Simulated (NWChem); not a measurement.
System: CH₄ClFOSi; SMILES OC[Si@@H](F)Cl

Here is an NWChem input.

```
start job
memory heap 200 mb stack 900 mb global 1100 mb
geometry units angstroms noautoz
  O      0.811716     2.252298     0.115005
  C     -0.262746     1.540415    -0.459370
  Si    -0.459714    -0.148718     0.342600
  F     -1.826009    -0.839534    -0.192675
  Cl     1.109722    -1.376125    -0.150091
  H      0.560055     2.524682     1.003632
  H     -0.035001     1.402768    -1.529299
  H     -1.221425     2.097082    -0.424367
  H     -0.535736    -0.054675     1.823124
end
basis spherical
  * library def2-svp
end
dft
  xc xpbe96 cpbe96
  iterations 150
  mulliken
end
task dft energy
```

NWChem printed, in part:

```
             Northwest Computational Chemistry Package (NWChem) 7.3.0
             --------------------------------------------------------

 C1  symmetry detected

                             Geometry "geometry" -> ""
                             -------------------------

 Output coordinates in angstroms (scale by  1.889725989 to convert to a.u.)

  No.       Tag          Charge          X              Y              Z
 ---- ---------------- ---------- -------------- -------------- --------------
    1 O                    8.0000     0.79256335     2.25956779     0.08099462
    2 C                    6.0000    -0.27168198     1.52475916    -0.48344386
    3 Si                  14.0000    -0.45408460    -0.14997911     0.35148343
    4 F                    9.0000    -1.81054079    -0.86609071    -0.17550696
    5 Cl                  17.0000     1.13054948    -1.37001515    -0.10987177
    6 H                    1.0000     0.53409655     2.54698556     0.96290742
    7 H                    1.0000    -0.03777445     1.36814980    -1.54942853
    8 H                    1.0000    -1.23640863     2.07164058    -0.46364523
    9 H                    1.0000    -0.53761802    -0.02709188     1.82948737

 Effective nuclear repulsion energy (a.u.)     297.9836137631

  pbe96 is a nonlocal functional; adding pw91lda local functional.

                                 NWChem DFT Module
                                 -----------------

 Summary of "ao basis" -> "ao basis" (spherical)
 ------------------------------------------------------------------------------
       Tag                 Description            Shells   Functions and Types
 ---------------- ------------------------------  ------  ---------------------
 O                          def2-svp                 6       14   3s2p1d
 C                          def2-svp                 6       14   3s2p1d
 Si                         def2-svp                 8       18   4s3p1d
 F                          def2-svp                 6       14   3s2p1d
 Cl                         def2-svp                 8       18   4s3p1d
 H                          def2-svp                 3        5   2s1p

            General Information
            -------------------
          SCF calculation type: DFT
          Wavefunction type:  closed shell.
          No. of atoms     :     9
          No. of electrons :    58
           Alpha electrons :    29
            Beta electrons :    29
          Charge           :     0
          Spin multiplicity:     1
          Use of symmetry is: off; symmetry adaption is: off
          Maximum number of iterations: 150
          AO basis - number of functions:    98
                     number of shells:    46
          Convergence on energy requested:  1.00D-06
          Convergence on density requested:  1.00D-05
          Convergence on gradient requested:  5.00D-04

              XC Information
              --------------
          PerdewBurkeErnzerhof Exchange Functional  1.000
            Perdew 1991 LDA Correlation Functional  1.000 local
           PerdewBurkeErnz. Correlation Functional  1.000 non-local

             Grid Information
             ----------------
          Grid used for XC integration:  medium
          Radial quadrature: Mura-Knowles
          Angular quadrature: Lebedev.
          Tag              B.-S. Rad. Rad. Pts. Rad. Cut. Ang. Pts.
          ---              ---------- --------- --------- ---------
          O                   0.60       49          10.0       434
          C                   0.70       49           9.0       434
          Si                  1.10       88           9.0       590
          F                   0.50       49          11.0       434
          Cl                  1.00       88          11.0       590
          H                   0.35       45          10.0       434
          Grid pruning is: on
          Number of quadrature shells:   503
          Spatial weights used:  Erf1

      Superposition of Atomic Density Guess
      -------------------------------------

 Sum of atomic energies:        -961.66765533

      Non-variational initial energy
      ------------------------------

 Total energy =    -963.283911
 1-e energy   =   -1923.501855
 2-e energy   =     662.234330
 HOMO         =      -0.310421
 LUMO         =       0.054455

     ---------------------------------------------
      Total Density - Mulliken Population Analysis
     ---------------------------------------------

    Atom       Charge   Shell Charges
 -----------   ------   -------------------------------------------------------
    1 O    8     8.60   1.99  1.10  0.65  3.00  1.85  0.01
    2 C    6     6.08   1.99  0.94  0.26  1.87  0.97  0.05
    3 Si  14    12.76   2.00  1.99  0.93  0.15  5.93  0.89  0.61  0.26
    4 F    9     9.58   1.99  1.15  0.78  3.52  2.14  0.00
    5 Cl  17    17.40   2.00  1.99  1.22  0.72  5.94  2.16  3.36  0.01
    6 H    1     0.67   0.54  0.07  0.06
    7 H    1     0.91   0.68  0.20  0.02
    8 H    1     0.91   0.68  0.20  0.02
    9 H    1     1.10   0.70  0.39  0.01

   convergence    iter        energy       DeltaE   RMS-Dens  Diis-err
 ---------------- ----- ----------------- --------- --------- ---------
 d= 0,ls=0.0,diis     1   -964.2860895744 -1.26D+03  2.13D-02  1.01D+00
 d= 0,ls=0.0,diis     2   -964.0902698681  1.96D-01  1.31D-02  3.15D+00
 d= 0,ls=0.0,diis     3   -964.3904844607 -3.00D-01  2.25D-03  6.49D-02
 d= 0,ls=0.0,diis     4   -964.3938778927 -3.39D-03  1.31D-03  1.73D-02
 d= 0,ls=0.0,diis     5   -964.3957674091 -1.89D-03  3.13D-04  1.63D-03
  Resetting Diis
 d= 0,ls=0.0,diis     6   -964.3959205700 -1.53D-04  9.82D-05  1.38D-04
 d= 0,ls=0.0,diis     7   -964.3959354544 -1.49D-05  5.37D-05  6.08D-06
 d= 0,ls=0.0,diis     8   -964.3959344845  9.70D-07  3.22D-05  1.47D-05
 d= 0,ls=0.0,diis     9   -964.3959361642 -1.68D-06  4.32D-06  2.75D-07
 d= 0,ls=0.0,diis    10   -964.3959361900 -2.58D-08  1.20D-06  1.42D-08

         Total DFT energy =     -964.395936190012
      One electron energy =    -1926.429553756224
           Coulomb energy =      738.679052199060
    Exchange-Corr. energy =      -74.629048395984
 Nuclear repulsion energy =      297.983613763135

 Numeric. integr. density =       58.000004641249

                       DFT Final Molecular Orbital Analysis
                       ------------------------------------

 Vector   27  Occ=2.000000D+00  E=-2.907968D-01
              MO Center=  9.2D-01, -1.3D+00, -8.1D-02, r^2= 1.7D+00
   Bfn.  Coefficient  Atom+Function         Bfn.  Coefficient  Atom+Function
  ----- ------------  ---------------      ----- ------------  ---------------
    72      0.418465  5 Cl py                71      0.385522  5 Cl px
    69      0.318154  5 Cl py                68      0.289621  5 Cl px
    73      0.220787  5 Cl pz                66      0.185178  5 Cl py
    65      0.168803  5 Cl px                70      0.168311  5 Cl pz
    50     -0.141689  4 F  px                67      0.097912  5 Cl pz

 Vector   28  Occ=2.000000D+00  E=-2.851658D-01
              MO Center=  7.2D-01, -4.2D-01,  1.1D-01, r^2= 3.7D+00
   Bfn.  Coefficient  Atom+Function         Bfn.  Coefficient  Atom+Function
  ----- ------------  ---------------      ----- ------------  ---------------
    73      0.470986  5 Cl pz                70      0.358728  5 Cl pz
    67      0.208379  5 Cl pz                 4      0.203334  1 O  px
    95     -0.195038  9 H  s                 72     -0.185247  5 Cl py
    94     -0.182604  9 H  s                  5     -0.149997  1 O  py
    69     -0.136049  5 Cl py                 7      0.130371  1 O  px

 Vector   29  Occ=2.000000D+00  E=-2.242793D-01
              MO Center=  3.1D-01,  1.6D+00, -7.9D-03, r^2= 2.5D+00
   Bfn.  Coefficient  Atom+Function         Bfn.  Coefficient  Atom+Function
  ----- ------------  ---------------      ----- ------------  ---------------
     5      0.451059  1 O  py                 8      0.360902  1 O  py
    31      0.241185  3 Si s                 17      0.230563  2 C  s
    19     -0.216812  2 C  py                 6     -0.213964  1 O  pz
    89     -0.171289  8 H  s                  9     -0.156471  1 O  pz
    37      0.156773  3 Si py                 4     -0.153935  1 O  px

 Vector   30  Occ=0.000000D+00  E=-1.696153D-02
              MO Center= -9.3D-02,  7.6D-01,  4.8D-01, r^2= 4.4D+00
   Bfn.  Coefficient  Atom+Function         Bfn.  Coefficient  Atom+Function
  ----- ------------  ---------------      ----- ------------  ---------------
    39     -0.541951  3 Si px                 3      0.538016  1 O  s
    80     -0.538668  6 H  s                 40     -0.469876  3 Si py
    49     -0.311327  4 F  s                 17      0.295384  2 C  s
    22     -0.238128  2 C  py                21     -0.229516  2 C  px
    36     -0.202286  3 Si px                72      0.177737  5 Cl py

 Vector   31  Occ=0.000000D+00  E= 9.212081D-03
              MO Center= -1.5D-01, -1.1D-01,  4.3D-01, r^2= 3.8D+00
   Bfn.  Coefficient  Atom+Function         Bfn.  Coefficient  Atom+Function
  ----- ------------  ---------------      ----- ------------  ---------------
    39      0.729421  3 Si px                40     -0.583237  3 Si py
    64     -0.541712  5 Cl s                 31      0.527540  3 Si s
    71      0.442212  5 Cl px                85     -0.370904  7 H  s
    72     -0.347120  5 Cl py                17      0.340697  2 C  s
    32      0.328553  3 Si s                 36      0.282575  3 Si px

 Vector   32  Occ=0.000000D+00  E= 2.911888D-02
              MO Center= -6.9D-01,  1.0D+00, -1.5D-01, r^2= 5.5D+00
   Bfn.  Coefficient  Atom+Function         Bfn.  Coefficient  Atom+Function
  ----- ------------  ---------------      ----- ------------  ---------------
    17      1.586625  2 C  s                 90     -1.014680  8 H  s
    32     -0.930908  3 Si s                 85     -0.538104  7 H  s
    80     -0.530816  6 H  s                 21     -0.384485  2 C  px
    49      0.339208  4 F  s                 41      0.334435  3 Si pz
    39      0.278859  3 Si px                 3      0.261701  1 O  s

     ---------------------------------------------
      Total Density - Mulliken Population Analysis
     ---------------------------------------------

    Atom       Charge   Shell Charges
 -----------   ------   -------------------------------------------------------
    1 O    8     8.28   1.99  1.08  0.67  2.86  1.66  0.01
    2 C    6     6.06   1.98  0.92  0.19  2.09  0.83  0.05
    3 Si  14    13.36   2.00  1.98  1.08  0.06  5.92  1.22  0.71  0.39
    4 F    9     9.28   1.99  1.13  0.79  3.34  2.03  0.00
    5 Cl  17    17.22   2.00  1.98  1.28  0.68  5.93  2.17  3.16  0.02
    6 H    1     0.83   0.70  0.06  0.07
    7 H    1     0.93   0.74  0.17  0.02
    8 H    1     0.95   0.74  0.19  0.02
    9 H    1     1.08   0.74  0.33  0.01

     -------------------------------------------
      Total Density - Lowdin Population Analysis
     -------------------------------------------

    Atom       Charge   Shell Charges
 -----------   ------   -------------------------------------------------------
    1 O    8     8.12   1.97  0.89  0.59  2.71  1.93  0.03
    2 C    6     6.12   1.96  0.61  0.33  1.87  1.23  0.11
    3 Si  14    13.60   2.00  1.93  0.69  0.32  5.81  1.25  0.98  0.63
    4 F    9     9.18   1.98  1.02  0.77  3.20  2.20  0.01
    5 Cl  17    17.03   2.00  1.96  1.05  0.79  5.82  2.27  3.13  0.02
    6 H    1     0.92   0.57  0.17  0.18
    7 H    1     0.96   0.64  0.26  0.07
    8 H    1     0.98   0.64  0.27  0.07
    9 H    1     1.10   0.65  0.43  0.03

     Multipole analysis of the density
     ---------------------------------

     L   x y z        total         alpha         beta         nuclear
     -   - - -        -----         -----         ----         -------
     0   0 0 0     -0.000000    -29.000000    -29.000000     58.000000

     1   1 0 0     -0.348427     -0.174214     -0.174214     -0.000000
     1   0 1 0      0.682892      0.341446      0.341446      0.000000
     1   0 0 1      0.397257      0.198628      0.198628      0.000000

     2   2 0 0    -34.562150   -127.430879   -127.430879    220.299609
     2   1 1 0     -2.641203     -0.139691     -0.139691     -2.361822
     2   1 0 1      0.100270      0.089661      0.089661     -0.079051
     2   0 2 0    -31.623930   -205.828029   -205.828029    380.032128
     2   0 1 1      1.851646      1.724216      1.724216     -1.596786
     2   0 0 2    -29.771587    -33.735143    -33.735143     37.698700
```

Level: PBE/def2-SVP. The geometry was optimised at PBE0/def2-SVP.
